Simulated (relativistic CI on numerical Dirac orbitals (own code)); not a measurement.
Radial Dirac CI calculation of Hg³⁺.

Command:

```sh
python run_levels.py task.json out
```

Input:

```
atom Hg  Z=80  charge=3  electrons=77
nucleus A=202  rms_radius_fm=5.4648
hamiltonian dirac-coulomb  breit=on  qed=on  c_scale=1
orbitals kli  potential=per-configuration
slater_scale 1
correlation none
mixing on
grid step=0.0125 r_max=64.9
scf mixing=0.4 start=green max_iterations=150 tolerance=2e-08 node_fill=0.05
configurations
  [Xe] 4f14 5d9
  [Xe] 4f14 5d8 6s
  [Xe] 4f14 5d8 6p
end
```

Output:

```
SCF 1: [Xe] 4f14 5d9
 iter      energy (Ha)   residual   last orbital (Ha)
    1    -19584.717883   3.94e+00     -4.76052
    2    -19642.182537   1.04e+00     -2.47578
    3    -19646.243553   2.55e-01     -1.80185
    4    -19646.578183   1.69e-01     -1.85616
    5    -19646.639372   1.35e-02     -1.76526
    6    -19646.641697   2.82e-03     -1.77922
    7    -19646.643092   5.39e-03     -1.77921
    8    -19646.642330   1.25e-03     -1.77590
    9    -19646.642486   1.34e-04     -1.77628
   10    -19646.642504   2.67e-06     -1.77633
   11    -19646.642504   6.36e-08     -1.77633
   12    -19646.642504   1.39e-08     -1.77633
SCF 2: [Xe] 4f14 5d8 6s
 iter      energy (Ha)   residual   last orbital (Ha)
    1    -19586.639140   3.90e+00     -2.68338
    2    -19641.921446   1.04e+00     -1.76418
    3    -19645.909051   2.55e-01     -1.46725
    4    -19646.235177   1.65e-01     -1.47258
    5    -19646.290364   9.46e-03     -1.42876
    6    -19646.292193   1.75e-03     -1.43032
    7    -19646.293145   4.19e-03     -1.43003
    8    -19646.292564   5.34e-04     -1.42871
    9    -19646.292654   2.91e-05     -1.42872
   10    -19646.292656   1.44e-05     -1.42869
   11    -19646.292654   1.42e-07     -1.42869
   12    -19646.292654   5.48e-08     -1.42869
   13    -19646.292654   1.50e-09     -1.42869
SCF 3: [Xe] 4f14 5d8 6p
 iter      energy (Ha)   residual   last orbital (Ha)
    1    -19586.549407   3.89e+00     -1.89501
    2    -19641.561396   1.03e+00     -1.25865
    3    -19645.550631   2.55e-01     -1.06585
    4    -19645.871057   1.63e-01     -1.06167
    5    -19645.926467   9.66e-03     -1.03303
    6    -19645.928356   1.81e-03     -1.03281
    7    -19645.929117   3.81e-03     -1.03254
    8    -19645.928631   5.27e-04     -1.03173
    9    -19645.928710   6.00e-05     -1.03170
   10    -19645.928723   2.46e-05     -1.03169
   11    -19645.928720   2.40e-07     -1.03169
   12    -19645.928720   1.90e-08     -1.03169
orbital energies (Ha): 4d5/2 -14.0637  4f5/2 -5.1486  4f7/2 -4.9952  5s -5.8141  5p1/2 -4.4187  5p3/2 -3.7516  5d3/2 -1.8513  5d5/2 -1.7763
configuration averages (Ha): Dirac-Coulomb, Breit, QED
  5d9                         -19646.642504   22.645711   15.538279
  5d8 6s                      -19646.292654   22.646825   15.540224
  5d8 6p                      -19645.928720   22.646823   15.538702
levels: no., configuration, term, J, E (cm-1), weight
   1 5d9                    2D   5/2              0.0  0.99
   2 5d9                    2D   3/2          14891.9  0.99
   3 5d8 6s                 4F   9/2          59175.7  0.97
   4 5d8 6s                 4F   7/2          66187.2  0.74
   5 5d8 6s                 4F   5/2          71659.4  0.38
   6 5d8 6s                 4F   3/2          73438.4  0.47
   7 5d8 6s                 4F   5/2          77215.4  0.54
   8 5d8 6s                 2F   7/2          79761.2  0.70
   9 5d8 6s                 4P   3/2          85231.2  0.66
  10 5d8 6s                 4P   1/2          85489.5  0.88
  11 5d8 6s                 2F   5/2          88090.1  0.48
  12 5d8 6s                 2P   3/2          92168.7  0.31
  13 5d8 6s                 2G   9/2          95358.6  0.97
  14 5d8 6s                 2G   7/2          96279.4  0.92
lowest total energy -19608.488453 Ha
end: converged
```

With so few configurations and no correlation, terms lie too far apart (by 10 to 50 % or more near neutrality), their order can be wrong, and levels of other configurations are missing.
